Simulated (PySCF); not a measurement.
Energy landscape of O₂Si, singlet: symmetric bend, bond length relaxed. Scanned: O-Si-O angle. Other coordinates (Si-O bond length) were minimised at PBE0/def2-TZVP.

Computed with: RKS-BP86/6-31G* = restricted BP86/6-31G*, spherical d run with PySCF; B3LYP/cc-pVTZ (PySCF); M06-2X/cc-pVTZ (PySCF).

Energies in eV, each method relative to its own lowest point.

```csv
a / °,RKS-BP86/6-31G*,B3LYP,M06-2X
180,0.000,0.000,0.000
170,0.032,0.041,0.046
160,0.129,0.166,0.185
150,[?],0.374,0.415
140,0.534,0.669,0.741
130,[?],1.061,1.168
120,[?],1.564,1.713
110,1.890,2.209,2.402
100,2.655,—,3.288
90,[?],—,4.470
80,5.295,—,[?]
```

### Question
Complete the blanks.

### Answer

- 150, RKS-BP86/6-31G*: 0.293
- 130, RKS-BP86/6-31G*: 0.866
- 120, RKS-BP86/6-31G*: 1.309
- 90, RKS-BP86/6-31G*: 3.713
- 80, M06-2X: 6.154

Dashes: no converged value, or the column stops at the first point that the program doubted or that broke a chosen test of continuity, which isn't proof of a fault.
